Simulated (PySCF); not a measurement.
Species: C3H6BFO2.
Atom-mapped SMILES: `[F:1][C@@H:2]1[CH2:3][CH2:4][O:5][BH:6][O:7]1` (hydrogens: H8 on C2; H9, H10 on C3; H11, H12 on C4; H13 on B6)

Level of theory: PySCF 2.14.0, PBE0-D3(BJ)/def2-SVP geometry optimisation, gas phase.

Question: What internal coordinates does the optimisation give?

Answer: 
```json
{"bond": "F1–C2", "length (Å)": "1.373"}
{"bond": "C2–C3", "length (Å)": "1.514"}
{"bond": "C3–C4", "length (Å)": "1.516"}
{"bond": "C4–O5", "length (Å)": "1.414"}
{"bond": "O5–B6", "length (Å)": "1.352"}
{"bond": "B6–O7", "length (Å)": "1.373"}
{"bond": "C2–O7", "length (Å)": "1.384"}
{"bond": "C2–H8", "length (Å)": "1.102"}
{"bond": "C3–H9", "length (Å)": "1.102"}
{"bond": "C3–H10", "length (Å)": "1.100"}
{"bond": "C4–H11", "length (Å)": "1.100"}
{"bond": "C4–H12", "length (Å)": "1.103"}
{"bond": "B6–H13", "length (Å)": "1.203"}
```

A selection of angles:
```json
{"angle": "F1–C2–C3", "degrees": "108.4"}
{"angle": "F1–C2–O7", "degrees": "108.5"}
{"angle": "F1–C2–H8", "degrees": "107.2"}
{"angle": "C3–C2–O7", "degrees": "111.6"}
{"angle": "C3–C2–H8", "degrees": "112.9"}
{"angle": "O7–C2–H8", "degrees": "107.9"}
{"angle": "C2–C3–C4", "degrees": "108.9"}
{"angle": "C2–C3–H9", "degrees": "108.9"}
{"angle": "C2–C3–H10", "degrees": "109.6"}
{"angle": "C4–C3–H9", "degrees": "110.9"}
{"angle": "C4–C3–H10", "degrees": "110.7"}
{"angle": "H9–C3–H10", "degrees": "107.9"}
{"angle": "C3–C4–O5", "degrees": "111.2"}
{"angle": "C3–C4–H11", "degrees": "111.2"}
{"angle": "C3–C4–H12", "degrees": "109.8"}
{"angle": "O5–C4–H11", "degrees": "107.9"}
{"angle": "O5–C4–H12", "degrees": "108.8"}
{"angle": "H11–C4–H12", "degrees": "107.9"}
{"angle": "C4–O5–B6", "degrees": "120.4"}
{"angle": "O5–B6–O7", "degrees": "122.6"}
{"angle": "O5–B6–H13", "degrees": "119.2"}
{"angle": "O7–B6–H13", "degrees": "118.1"}
{"angle": "C2–O7–B6", "degrees": "120.1"}
```

Torsions: F1–C2–C3–C4 -65° (synclinal); C2–C3–C4–O5 -52° (synclinal); C3–C4–O5–B6 27° (synperiplanar); C4–O5–B6–O7 -1° (synperiplanar); O5–B6–O7–C2 2° (synperiplanar); F1–C2–O7–B6 89° (synclinal).

Of the pairs four or more bonds apart, F1···H12 is among the closest relative to their van der Waals radii: 2.60 Å, 97 % of the sum of Bondi's values. B6 (three-coordinate boron) is planar (angles 122.6°, 119.2° and 118.1°, sum 360.0°, 0.01 Å off the plane of its three neighbours). The 6-membered ring C2–C3–C4–O5–B6–O7 has internal angles of 108.9° to 122.6° (sum 695°, against 720° for a flat polygon); it is puckered, 0.19 Å rms from its mean plane, widest ring torsion 54°. The C–O distances run from 1.384 Å (C2–O7, drawn single) to 1.414 Å (C4–O5, drawn single), a spread of 0.030 Å. The 2 B–O bonds span 1.352 Å (O5–B6, drawn single) to 1.373 Å (B6–O7, drawn single), a spread of 0.021 Å.

Point group: C1 (no symmetry element, even within 0.4 Å). No frequency check. One conformer, not necessarily the lowest.
